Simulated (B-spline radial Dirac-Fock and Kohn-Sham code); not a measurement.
## Ce: input and output of one calculation

ΔSCF core binding energies without Breit or QED terms, calculated with a radial finite-basis atomic code. Keys: rel is the Hamiltonian (dirac, or spin-free x2c and nr, where L3 and M5 stand for the whole 2p and 3d shells), method is hf or an exchange,correlation pair (spin-unpolarised, also for the hole states), nuc the nuclear model, radius_factor scales its radius, rmax is the box in bohr, h the logarithmic mesh step, order the B-spline order, points the quadrature points per cell, c_factor scales the speed of light, and damp, ndamp, maxit and tol steer the iteration. The run stops when the commutator error falls below 10·tol·max(1, Z/10), or the numerical noise floor, and the energy has settled to about 1e-8 Ha; the virial ratio is −V/T.

Input (task.json):

```json
{"items": [{"Z": 58, "q": 0, "cfg": [[1, 0, 2], [2, 0, 2], [2, 1, 6], [3, 0, 2], [3, 1, 6], [3, 2, 10], [4, 0, 2], [4, 1, 6], [4, 2, 10], [4, 3, 1], [5, 0, 2], [5, 1, 6], [5, 2, 1], [6, 0, 2]], "A": 140, "rrms": 4.8771, "do": "settings", "holes": ["K", "L3", "M5"],
  "settings": [{"rel": "dirac", "method": "hf", "nuc": "fermi", "radius_factor": 1.0, "rmax": 45.0, "h": 0.3, "order": 8, "points": 10, "c_factor": 1.0, "maxit": 60, "damp": 0.0, "ndamp": 3, "tol": 1e-08}]}]}
```

Command: `python xray2_run.py task.json out`

Ground-state iterations:

```
iter   energy (Ha)        error
   1    -8853.79748796  1.98e+00
   2    -8857.88087943  3.76e-01
   3    -8858.35185279  3.44e-01
   4    -8859.74555091  2.48e-01
   5    -8859.56451732  2.37e-01
   6    -8861.01539248  4.04e-02
   7    -8861.07060055  8.45e-03
   8    -8861.07438967  2.67e-03
   9    -8861.07472567  7.42e-04
  10    -8861.07476471  1.57e-04
  11    -8861.07476669  3.16e-05
  12    -8861.07476675  2.51e-06
  13    -8861.07476675  5.22e-07
```

The ground state converged in 13 iterations, with total energy -8861.07477 Ha, virial ratio 1.93218 and highest orbital energy -4.97 eV. ΔSCF binding energies: K (1s) 40606.6 eV, L3 (2p3/2) 5745.1 eV, M5 (3d5/2) 894.5 eV.
